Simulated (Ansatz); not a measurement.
`C[SiH2][Te]C` → `[CH2]` (triplet) + `C[SiH2][TeH]` at 700 K and 1 bar (formal loss of a carbene).

Calculated with Ansatz (gas phase, PBE0-D4/def2-TZVP geometries, no zero-point term in ΔE). CCSD(T)/CBS adds triple-zeta CCSD(T) − MP2 to the extrapolated MP2 energy (def2 sets, frozen cores). This one scheme is used for every species. Triplets are unrestricted, without spin–orbit coupling. def2 core potentials past Kr. For Te outer-core shells are correlated without core-valence functions, which leaves a few kJ/mol of doubt a bond. Each species was taken in one conformer, which may not be the lowest.

```tsv
species	CCSD(T)/CBS energy (Eh)	H − E (kJ/mol)	S (J/(mol·K))
`C[SiH2][Te]C`	-637.75508	323.8	506.8
`[CH2]` (triplet)	-39.09499	70.4	226.8
`C[SiH2][TeH]`	-598.49179	226.3	435.2
```

H − E and S are ideal-gas, rigid-rotor, harmonic terms from PBE0-D4/def2-TZVP, for one conformer and one mirror image of each species, with the whole ground term of open shells counted as degenerate. 1 Eh = 2625.50 kJ/mol, R = 8.31446 J/(mol·K).

By hand: ΔE, ΔH, ΔS and ΔG.

ΔE = (-39.09499) + (-598.49179) − (-637.75508) = 0.16830 Eh = 441.9 kJ/mol. Δ(H − E) = 70.4 + 226.3 − 323.8 = -27.1, so ΔH = 414.8 kJ/mol. ΔS = 226.8 + 435.2 − 506.8 = 155.2 J/(mol·K). ΔG = 414.8 − 700 × (155.2)/1000 = 306.2 kJ/mol.

By hand: the equilibrium constant, and the temperature at which ΔG would vanish if ΔH and ΔS stayed fixed.

log₁₀ K = −ΔG/(RT ln 10) = -22.8. ΔG = 0 at ΔH/ΔS = 2673 K, far beyond where these terms or the molecules hold.

The number of gas molecules changes by +1, which sets the sign of ΔS. A doubt of 5 kJ/mol in ΔE shifts log₁₀ K by 0.4 here. Other conformers and mirror images would add mixing entropy, several J/(mol·K) or more a flexible species. Modes under 60 cm⁻¹, often nearly free rotors, make the harmonic entropy too high. A triplet takes part, so the spin changes. These are equilibria of isolated gas molecules and say nothing of rates. Largest T1 diagnostic: 0.011 (customary marks: 0.02 for closed shells, 0.045 for open ones).
